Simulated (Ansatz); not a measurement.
Compare A (`C=NC[SiH3]`) with its isomer B (`C[SiH2]C=N`).

Program: Ansatz. Geometries: PBE0-D4/def2-TZVP. ΔE: electronic, gas phase. CBS: MP2 limit from def2 TZ/QZ plus the TZ coupled-cluster correction, frozen cores. Functionals use def2-TZVPP. B3LYP here is the variant with VWN-RPA as its local correlation; programs differ in this. One conformer a species, not always the lowest.

A:

Z-matrix (Å, degrees):
```
C
N 1 1.436
Si 1 1.892 2 109.5
H 1 1.095 2 109.0 3 -116.7
H 1 1.102 2 113.6 3 122.8
C 2 1.259 1 118.6 3 -110.8
H 3 1.484 1 110.5 2 -58.1
H 3 1.487 1 109.5 2 62.6
H 3 1.488 1 108.9 2 -178.2
H 6 1.089 2 119.2 1 178.4
H 6 1.099 2 123.3 1 -1.8
```

B:

Z-matrix (Å, degrees):
```
C
Si 1 1.869
H 1 1.092 2 110.7
H 1 1.092 2 110.9 3 120.2
H 1 1.093 2 110.8 3 -119.7
C 2 1.892 1 111.1 3 179.8
H 2 1.490 1 109.9 3 59.1
H 2 1.490 1 111.5 3 -62.1
N 6 1.271 2 126.2 1 119.8
H 6 1.099 2 118.5 1 -59.6
H 9 1.024 6 110.9 2 0.7
```

(1) Which isomer does CCSD(T)/CBS put lower? Give the gap. (Estimate.)

(2) Give E(B) − E(A) in kJ/mol with CCSD(T)/def2-SVP, MP2/def2-TZVPP, PBE-D4, ωB97M-V, LDA (SPW92), CCSD(T)/def2-TZVPP, B3LYP. (Best estimate.)

(3) Does the order hold for the free energy at 298.15 K (harmonic terms from PBE0-D4)? (Best estimate.)

Largest T1 diagnostic: 0.012.

Answers

(1) Ansatz gave: B, by 54.8 kJ/mol.

(2) Computed: CCSD(T)/def2-SVP -36.7, MP2/def2-TZVPP -52.3, PBE-D4 -51.0, ωB97M-V -54.8, LDA (SPW92) -43.8, CCSD(T)/def2-TZVPP -52.5, B3LYP -50.9. None reverses the order clearly.

(3) Ansatz gave: Yes: G(B) − G(A) = -52.1 kJ/mol, for one conformer each.

At CCSD(T), def2-SVP lies +18.1 kJ/mol from the extrapolated value and def2-TZVPP +2.2 kJ/mol. Leaving LDA and LC-ωPBE aside and taking each functional with its dispersion term where it has one, the values, not all of them listed here, spread over 6.1 kJ/mol, from ωB97M-V to BLYP-D4. LDA lies +7.7 kJ/mol from PBE without D4.
